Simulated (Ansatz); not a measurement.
Geometry optimisation, RKS PBE/def2-SVP (Ansatz 0.2.0).

Input file:

```yaml
crystal:
  periodic: [false, false, false]
  atoms:
    - { symbol: W, position_ang: [0.007019, 0.078292, -0.033942] }
    - { symbol: H, position_ang: [0.268873, -0.075533, 1.652645] }
    - { symbol: F, position_ang: [1.851835, 0.097205, 0.235101] }
    - { symbol: Cl, position_ang: [-0.019753, 2.340978, 0.253945] }
    - { symbol: Cl, position_ang: [-2.245828, 0.051488, 0.341292] }
    - { symbol: F, position_ang: [-0.045333, -1.788047, 0.14742] }
    - { symbol: Cl, position_ang: [0.452688, -0.164382, -2.326861] }
basis:
  gaussian: { orbitals: def2-SVP }
hamiltonian:
  xc: pbe
relax:
  f_tol: 0.03
  max_steps: 50
```

Launched with:

```bash
$ ansatz run input.yaml --threads 4 --pin off --max-ram 5120MiB --backend cpu --events-out ev --progress --plain --runs-dir out
```

Q: Where does it end, and by what steps?

A: The run converged. After 5 steps the energy has fallen by 0.025 eV; Cl7 moved furthest, 0.09 Å.

```
step  energy less start (eV)  largest force component (eV/Å)  accepted
   0                  0.0000                           0.706       yes
   1                  0.0170                           0.446        no
   2                 -0.0231                           0.103       yes
   3                 -0.0244                           0.048       yes
   4                 -0.0252                           0.055       yes
   5                 -0.0254                           0.006       yes
```

```xyz
7
Properties=species:S:1:pos:R:3
W 0.026 0.090 -0.026
H 0.194 -0.100 1.678
F 1.892 0.136 0.196
Cl 0.016 2.345 0.310
Cl -2.234 0.062 0.274
F 0.001 -1.780 0.167
Cl 0.375 -0.213 -2.330
```

Whether the end is a true minimum wasn't checked by a vibrational analysis.

Time of the run: 14 s on 4 threads of Arm Neoverse V1, on a shared host, peak memory 0.19 GiB.
